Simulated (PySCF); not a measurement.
**From computed data to an observable: chemical shift, span and skew from a shielding tensor**

C2H6GeSi, SMILES [SiH2]1C=[CH][GeH2]1. Atoms are numbered in the order given.

```xyz
10

C     -1.1196     1.3911     0.0000
C     -1.5082     0.0933     0.0000
Ge     0.1772    -0.9515     0.0000
Si     0.7744     1.3756     0.0000
H     -1.8306     2.2283     0.0000
H     -2.5573    -0.2310     0.0000
H      0.3966    -1.8278    -1.2538
H      0.3966    -1.8278     1.2538
H      1.4240     1.9697     1.2075
H      1.4240     1.9697    -1.2075
```

Geometry: B3LYP-D3(BJ)/def2-SVP. This is a generated structure with no PubChem entry under its InChIKey; it may be hypothetical.

GIAO shieldings from PBE0/pcSseg-1 run with PySCF, non-relativistic, no solvent. The symmetric part of the tensor of C1 has the principal values -87.3, 1.8, 142.6 ppm. The same nucleus in TMS has σ = 186.3 ppm at this level (PySCF, at its B3LYP-D3(BJ)/def2-TZVP geometry).

Question: Work out the isotropic shielding, the ¹³C shift against TMS, the span and the skew.

Answer: 
σ(iso) = (σ11 + σ22 + σ33)/3 = 19.0 ppm. δ = σ(ref) − σ(iso) = 186.3 − (19.0) = 167.3 ppm.
Span Ω = σ33 − σ11 = 229.9 ppm. Skew κ = 3(σ(iso) − σ22)/Ω = 0.22. Tumbling in solution averages the tensor to δ; in a static solid the shielding alone would spread this spin-1/2 line over Ω.
